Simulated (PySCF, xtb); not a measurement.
CH6F2OSi2, SMILES OC([SiH2]F)[SiH2]F.

GFN2-xTB (xtb 6.7.1) at its own geometry gives an orbital gap of 4.76 eV and a dipole moment of 3.60 D.

Geometry optimised at ωB97X-D3(BJ)/def2-SVP. This is a generated structure with no PubChem entry under its InChIKey; it may be hypothetical. Other conformers were not sampled.

Problem. What does PBE/def2-TZVP (PySCF) give? (Estimate from the structure and the level; the computed values follow.)

Solution. gap 4.58 eV (levels -6.26 and -1.68 eV), dipole 2.15 D.
